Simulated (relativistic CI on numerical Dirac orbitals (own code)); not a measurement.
# Forbidden lines of Ti¹⁸⁺

These numbers are calculated, not measured: Dirac-Coulomb-Breit CI, KLI orbitals optimised for each configuration, QED by a radiative potential, unscaled Slater integrals (own radial code, finite nucleus).

Configuration list (outside the closed core 1s2): 2s2, 2s 2p, 2p2, 2p 3s, 2p 3p, 2s 3s, 2s 3p, 2s 3d, 2s 4s, 2s 4p, 2s 4d, 2s 4f, 2s 5s, 2s 5p, 2s 5d, 2s 5f, 2s 5g, 3s2, 3s 3p, 3p2. Levels of other configurations are missing.

```tsv
λ vac (nm)	Lower	Upper	Type	A (s⁻¹)	gf	Branching (%)
1.6569	2s 2p 3P°_0 [2]	2s 3p 3P°_2 [16]	E2	2.85e+08	5.86e-05	5.5
1.6614	2s 2p 3P°_1 [3]	2s 3p 3P°_2 [16]	E2	6.33e+08	1.31e-04	12.1
1.6732	2s 2p 3P°_2 [4]	2s 3p 3P°_2 [16]	E2	4.93e+08	1.03e-04	9.4
1.6780	2s 2p 3P°_2 [4]	2s 3p 3P°_0 [14]	E2	1.41e+09	5.97e-05	22.9
235.74	2s 2p 3P°_1 [3]	2s 2p 3P°_2 [4]	M1	1.02e+03	4.24e-06	99.8
```

Terms are leading LS components. Brackets give the number of a level in order of energy, since labels repeat. The list gives strong lines, with weight on those to low levels, among the lowest 66 of 76 levels, so that lines to higher ones, which can be the strongest, are missing. Levels whose partners in the same complex of configurations lie outside the list can be far off, and so can their lines. Rates are taken at the computed energies, electric ones in the length gauge.

At this charge energies of transitions that change n are usually good to better than 1 %, and those within a shell (Δn = 0) to a few per cent.

LS names give the leading component of a level, which can be under half, so a name can repeat, a term be missing and a line seem to break the LS rules.
